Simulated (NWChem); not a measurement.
BaHSF; SMILES [F][Ba][SH]

```xyz
4

Ba     0.3253     0.4295     0.0000
F     -1.3676     1.8682     0.0000
S     -0.4236    -2.3797     0.0000
H      0.8690    -2.7882     0.0000
```
Atoms are numbered in this order, from 1.

Results from NWChem. Medium grid unless said otherwise, to which SCAN and Minnesota functionals are sensitive. Coordinates come from a PBE0/def2-SVP optimisation. def2 effective core potentials on Ba; no spin-orbit coupling.

Problem. Order these by “highest occupied level (eV)”, lowest first: SCAN/def2-SVP; OLYP/def2-SVP; MN15/def2-SVP; M06/def2-SVP.

Solution. MN15/def2-SVP (-6.28), M06/def2-SVP (-5.59), SCAN/def2-SVP (-4.88), OLYP/def2-SVP (-4.55)
